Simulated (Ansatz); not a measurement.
The first iterations of a band of CH6BNO2 + H2O (14 atoms, charge 0, multiplicity 1).

Method: RHF/cc-pVDZ (Ansatz 0.2.0).

```yaml
movable_images: 9
climbing_image: yes
spring: 5.0 eV/Å²
optimiser: quadratic models (default)
start_path: through a guess of the saddle point
force_threshold: 0.05 eV/Å
iteration_limit: 60
end_points: relaxed
```

Initial state:

```xyz
14
Properties=species:S:1:pos:R:3
B -0.888 -0.165 -0.460
N 0.173 -0.164 0.463
C 0.441 -1.136 1.492
O -1.840 -1.144 -0.563
O -0.981 0.888 -1.345
H 2.059 1.803 -1.475
O 1.549 2.342 -0.887
H 0.768 0.640 0.467
H 0.077 -2.124 1.202
H -0.018 -0.880 2.454
H 1.515 -1.237 1.656
H -1.771 -1.833 0.076
H -1.736 0.806 -1.908
H 0.652 2.205 -1.173
```

Final state:

```xyz
14
Properties=species:S:1:pos:R:3
B -0.980 0.507 -1.428
N 1.362 0.279 1.176
C 0.906 -0.986 1.728
O -1.633 -0.673 -1.263
O -1.472 1.642 -0.864
H 1.571 0.175 0.198
O 0.175 0.552 -2.146
H 0.630 0.967 1.231
H 1.712 -1.721 1.665
H 0.022 -1.412 1.235
H 0.671 -0.858 2.787
H -1.203 -1.393 -1.700
H -2.285 1.494 -0.405
H 0.524 1.428 -2.215
```

| iteration | highest image above the first end (eV) | largest band force component (eV/Å) |
| --- | --- | --- |
| 1 | 17.299 | 64.273 |
| 2 | 7.971 | 45.923 |
| 3 | 2.007 | 10.935 |
| 4 | 2.423 | 4.883 |
| 5 | 1.900 | 2.592 |
| 6 | 1.734 | 2.786 |
| 7 | 1.681 | 1.468 |
| 8 | 1.573 | 1.477 |
| 9 | 1.393 | 0.960 |

Q: Does the band converge within its limit, and where does its top end?

A: The run converged. It ended after 27 iterations with the highest image 1.635 eV above the first end. Beside the main top the profile has a ripple of under 15 meV (maxima at images 5, 8), which may be a very shallow well or noise. Neighbouring images differ by up to 1.6 eV, so the band resolves the path poorly. A vibrational analysis at the climbing image gives one clearly imaginary mode, 1762i cm⁻¹: a first-order saddle point. The orbitals stay closed-shell, which can raise the energy where a bond breaks towards radicals; this wasn't checked here.

The run took 8.7 min on 2 threads of Arm Neoverse V1 (shared host), peak memory 0.28 GiB.
